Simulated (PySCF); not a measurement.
## Structure from NMR data

An unknown has the formula C6H7BN2. Its calculated NMR data are:

¹H NMR (400 MHz, computed): δ 3.48 (s, 2H), 2.82 (br, 2H), 1.84 (s, 3H).

¹³C{¹H} NMR (computed): δ 108.2 (C), 106.7 (C), 96.4 (C), 87.6 (C), 8.9 (CH2), 6.6 (CH3).

In vacuum, relativity neglected, averaged over atoms made equivalent by symmetry, fast rotation or ring inversion, one computed conformer. PBE0-D3(BJ)/def2-SVP structure; J: B3LYP/pcJ-1 (spin–dipole term only in couplings to heteroatoms); GIAO B97-2/pcSseg-1 shieldings; PySCF 2.14.

Scale: ¹H and ¹³C vs TMS (reference shieldings calculated alike).

Problem. Propose a structure and justify it.

Solution. 
6 carbon signals for 6 carbons: no two carbons are equivalent. Carbon types of the structure: 4 × C, 1 × CH2, 1 × CH3, leaving 2 H on heteroatoms. δC 108.2: nitrile carbon; typical of a nitrile. δC 106.7: nitrilium-type carbon. δC 96.4, 87.6: alkyne carbon; sp carbons lie upfield of alkene carbons because the cylindrical π system leaves one tensor component strongly shielded. δC 8.9: sp3 CH2 α to a nitrile; saturated and bonded to C and H only. δC 6.6: propargylic methyl carbon; a saturated carbon with 1 carbon neighbour and no heteroatom attached. δH 3.48: hydrogen on an sp3 CH2 α to a nitrile. δH 1.84: hydrogen on a propargylic methyl carbon.

Structure: `InChI=1S/C6H7BN2/c1-2-4-7-9-6-3-5-8/h3,7H2,1H3`.

The shifts were computed for this structure.

Hydrogens on boron are broadened and split by ¹¹B (spin 3/2, 80 %) and 10B (spin 3). A carbon bonded to boron is broadened by the quadrupolar boron nucleus and is often missing from a measured spectrum. Shifts are as computed. Against solution values, carbons near 30 ppm lie about +1 ppm off and those near 130 ppm about +2 ppm. Of 1313 compounds with measured shifts, 239 miss one by over three times the rms of a fit or turn the order of signals round; such compounds aren't used in these exercises.
